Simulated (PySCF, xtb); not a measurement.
H2Se, SMILES [SeH2] (connectivity only; charge and spin as stated), charge +1, multiplicity 2.

Harmonic wavenumbers (cm⁻¹) from GFN2-xTB (xtb 6.7.1) at its own minimum, in rising order: 936, 1977, 1983.

Q: What does PBE-D3(BJ)/def2-TZVPD (PySCF 2.14.0) give at its own minimum? (An estimate is asked for; the answer gives what the named calculation found.)

A: 1007, 2278, 2284. Paired by order, the mean absolute difference is 224 cm⁻¹ and the zero-point energies are 7.0 and 8.0 kcal/mol.
